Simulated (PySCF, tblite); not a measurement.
Compound: C₂H₉OSSi₂ (doublet state).
Numbering: `[CH3:1][S:2][Si@@H:3]([CH3:4])[SiH2:5][O:6]` (hydrogens: H7, H8, H9 on C1; H10 on Si3; H11, H12, H13 on C4; H14, H15 on Si5)

Structure used (GFN2-xTB), in Å, numbered top down from 1:
```xyz
15
C2H9OSSi2 angstrom
C      1.9639    0.7557    1.5175
S      1.0495   -0.8063    1.3308
Si     0.0813   -0.4931   -0.5456
C     -1.0187   -1.9884   -0.9060
Si    -1.3376    1.5147   -0.2678
O     -0.3328    2.5166    0.2800
H      2.3100    0.7921    2.5447
H      2.8096    0.7607    0.8377
H      1.2957    1.5874    1.3100
H      1.0928   -0.2612   -1.5771
H     -1.6825   -2.1999   -0.0724
H     -0.4102   -2.8713   -1.0754
H     -1.6263   -1.8267   -1.7901
H     -1.7958    1.5715   -1.6621
H     -2.4033    0.9561    0.5718
```

Jobs on this species (15 atoms, 73 electrons) with PySCF (density fitting) and tblite. Hardware of each: one thread of an Arm Neoverse V1, shared host. Times come from a shared host and carry two figures at best.

```json
{"level and settings": "GFN2-xTB", "work": "L-BFGS relaxation", "basis functions": "–", "SCF cycles": "–", "wall time": "?"}
{"level and settings": "UKS B3LYP, pcH-1 on C H O S Si, non-relativistic, mean-field spin-orbit, GIAO", "work": "unrestricted SCF, g, hyperfine, density and orbital grids written", "basis functions": "270", "SCF cycles": "16", "wall time": "1.7 min"}
{"level and settings": "GFN2-xTB", "work": "Hessian by finite differences", "basis functions": "–", "SCF cycles": "–", "wall time": "0.6 s"}
```

Question: Fill in the missing figures.

Answer: 
- GFN2-xTB; L-BFGS relaxation: 1.8 s

Question: What do all jobs in the table cost together?

Answer: About 1.7 min; the longest takes about 98 % of that, and about 170 times as long as the shortest.
